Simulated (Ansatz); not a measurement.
Ansatz (a quantum-chemistry and plane-wave program) input (B3LYP/def2-TZVPD):

Ansatz 0.2 input:
```yaml
crystal:
  periodic: [false, false, false]
  atoms:
    - {symbol: Cd, position_ang: [-0.00000000, -0.00000000, -0.56714241]}
    - {symbol: S, position_ang: [0.00000000, 0.00000000, 1.70142723]}
basis:
  gaussian:
    orbitals: def2-TZVPD
hamiltonian:
  xc: {name: B3LYP}
magnetization: {spin_polarized: true, initial_magnetization: 2}
```

End of the output:

```
integrals: 0.02 GiB planned
694 factors; their error is unknown
mean field: 0.31 GiB planned
mean field evaluation 1: about -15400.1584 eV, gradient 1.6e1 eV
mean field evaluation 2: about -15397.1450 eV, gradient 2.8e1 eV
mean field evaluation 4: about -15401.5284 eV, gradient 9.3e-1 eV
mean field evaluation 8: about -15401.6149 eV, gradient 4.8e-2 eV
mean field evaluation 16: about -15401.6149 eV, gradient 1.3e-5 eV
mean field -15401.61493969 eV, -565.9989094440 hartree, gradient 1.3e-5 eV, S^2 2.006234; 0 other end points of the search recorded, 0 dependent functions left out
reference -15401.61513564 eV, -565.9989166450 hartree; 19, 17 occupied and 67, 69 virtual orbitals, 694 factors
Total energy: -15401.61513564 eV, -565.9989166450 hartree
```

This state (charge 0, triplet) is run at the relaxed geometry of the species with charge 0 and multiplicity 1, and is a spin state other than that species' own.
